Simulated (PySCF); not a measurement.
SMILES C#CC[SeH] (PBE0/def2-SVP optimised geometry):

```
8

C      0.995    -0.220     0.000
C     -0.217    -0.220     0.000
C     -1.663    -0.238     0.009
Se    -2.472    -1.005    -1.617
H      2.069    -0.215    -0.005
H     -2.069     0.784     0.054
H     -2.049    -0.784     0.882
H     -1.846    -2.324    -1.438
```

Level of theory: PBE0/def2-TZVP in PySCF 2.14.0.

### Question
What are the frontier orbital energies and the dipole moment?

### Answer
HOMO-2 -8.02 eV, HOMO-1 -7.86 eV, HOMO -6.76 eV, LUMO -0.45 eV, LUMO+1 0.30 eV; dipole moment 0.95 D.

Meta-Löwdin charges at PBE0/def2-TZVP: C1 -0.22, C2 -0.03, C3 -0.29, Se4 -0.01, H5 0.18, H6 0.16, H7 0.15, H8 0.07.
